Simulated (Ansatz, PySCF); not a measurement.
Process, species as SMILES: [CH2]S -> C[S]
Structures are relaxed separately at B3LYP-D3(BJ)/def2-TZVP in Ansatz (a quantum-chemistry and plane-wave program), one conformer each, not searched for the lowest.

Quantity: isomerisation energy (0 K, with B3LYP-D3(BJ) harmonic zero-point energies from PySCF), in kcal/mol. Cores are frozen in the correlated levels unless marked. UHF or UKS for open shells. No spin-orbit coupling. No relativistic terms. FCI takes restricted orbitals. CBS(X,Y): correlation extrapolated as X^-3; Hartree-Fock from the larger set. [CCSD(T)-MP2]/basis is that difference in the basis named.

| level | program | isomerisation energy (kcal/mol) | minus last row |
|---|---|---|---|
| HF/def2-SVPD | Ansatz | -12.5 | -4.9 |
| RI-HF/def2-QZVPPD | Ansatz | -10.9 | -3.3 |
| PBE-D4/def2-TZVPD | Ansatz + dftd4 | -5.8 | 1.8 |
| TPSS-D4/def2-TZVPD | PySCF + dftd4 | -6.2 | 1.4 |
| PBE0-D3(BJ)/def2-TZVPD | Ansatz + dftd3 | -6.9 | 0.7 |
| BHLYP/def2-TZVPD | Ansatz | -8.8 | -1.2 |
| HSE06-D4/def2-TZVPD | Ansatz + dftd4 | -6.9 | 0.7 |
| LC-wPBE-D3(BJ)/def2-TZVPD | Ansatz + dftd3 | -8.0 | -0.4 |
| B2GP-PLYP-D3(BJ)/def2-TZVPD | Ansatz + dftd3 | -8.3 | -0.7 |
| MP2/STO-3G | Ansatz | -25.3 | -17.7 |
| MP2/6-31G | Ansatz | -28.1 | -20.5 |
| MP2/aug-cc-pV(D+d)Z | Ansatz | -9.5 | -1.9 |
| RI-MP2/def2-QZVPP | Ansatz | -8.5 | -0.9 |
| RI-MP2/def2-QZVPPD | Ansatz | -8.4 | -0.8 |
| SCS-MP2/6-31G | Ansatz | -28.2 | -20.6 |
| SCS-MP2/6-31G* | Ansatz | -17.0 | -9.4 |
| SCS-MP2/aug-cc-pV(D+d)Z | Ansatz | -10.3 | -2.7 |
| SCS-MP2/aug-cc-pV(T+d)Z | Ansatz | -10.1 | -2.5 |
| SCS-MP2/def2-TZVPPD | Ansatz | -9.9 | -2.3 |
| FCI/STO-3G | Ansatz | -22.4 | -14.8 |
| RI-MP2/CBS(aug-cc-pV(T+d)Z,aug-cc-pV(Q+d)Z)+[CCSD(T)-MP2]/aug-cc-pV(T+d)Z | Ansatz | -7.6 | 0.0 |
